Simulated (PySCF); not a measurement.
BBr₃, SMILES Br[B-](Br)Br, charge -1, multiplicity 2.

Coordinates come from a r2SCAN-D4/def2-SVPD optimisation.

Computed with PySCF with r2SCAN/def2-SVPD.

The molecule is in vacuum. A positive occupied level means that this level leaves the electron formally unbound; only the finite basis holds it.

The total energy is -7746.48280 hartree, the point group is C3v and the α spin, highest occupied and lowest empty level is 0.41 and 3.53 eV. The β spin, highest occupied and lowest empty level comes out as -2.29 and 3.05 eV, the dipole moment about the centre of nuclear charge is 0.57 D and the mean static polarisability is 103.7 bohr³ (15.37 Å³). The polarisability, principal values is 82.3, 114.4, 114.4 bohr³ and the ⟨S²⟩ is 0.755 (pure state 0.75).
